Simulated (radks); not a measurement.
Values are calculated unless marked as measured or tabulated.
Problem. Re3+, 72 electrons, occupied as [Kr] 4d10 4f14 5s2 5p5.75 5d4 6d0.25 (fractional occupations, a model configuration). Code: a radial shooting solver on a logarithmic mesh with Libxc functionals. Model: Dirac Kohn-Sham, PBE, spin-unpolarised, spherical densities, finite nucleus; open shells are shared between the two j in proportion to 2j + 1; Fermi nuclear charge, rms radius 5.3698 fm. Some entries of the table are withheld. Estimate them.

orbital,occ.,eigenvalue (eV),r(max) (bohr),<1/r> (bohr^-1)
1s1/2,2,-71565.20,0.01124,88.71
2s1/2,2,-12427.01,0.06473,21.63
2p1/2,2,-11894.87,0.04802,21.60
2p3/2,4,-10455.23,0.05496,18.04
3s1/2,2,-2901.934,0.1822,7.942
3p1/2,2,-2663.795,0.1705,7.858
3p3/2,4,-2351.155,0.1847,6.936
3d3/2,4,-1950.288,0.1445,6.831
3d5/2,6,-1882.419,0.1485,6.614
4s1/2,2,-631.3443,0.4131,3.342
4p1/2,2,-531.8757,0.4125,3.232
4p3/2,4,-458.9475,0.4423,2.911
4d3/2,4,-295.4338,0.4382,2.699
4d5/2,6,-281.9566,0.4476,2.623
5s1/2,2,-117.1331,0.9374,1.312
5p1/2,1.91667,-86.8343,(1),1.187
4f5/2,6,(2),0.4144,(3)
5p3/2,3.83333,-75.5939,(4),1.076
4f7/2,8,(5),0.4193,(6)
5d3/2,1.6,-35.4901,1.344,0.7921
5d5/2,2.4,-34.3396,1.380,0.7693
6s1/2,0,-30.4909,2.277,0.5120
6p1/2,0,-23.5795,2.623,0.4396
6p3/2,0,-21.9434,2.822,0.4096
6d3/2,0.1,-13.5324,3.992,0.2987
6d5/2,0.15,-13.3412,4.064,0.2947

Solution. 
(1) 5p1/2 r(max) (bohr): 1.001
(2) 4f5/2 eigenvalue (eV): -76.1379
(3) 4f5/2 <1/r> (bohr^-1): 2.183
(4) 5p3/2 r(max) (bohr): 1.082
(5) 4f7/2 eigenvalue (eV): -73.6205
(6) 4f7/2 <1/r> (bohr^-1): 2.151
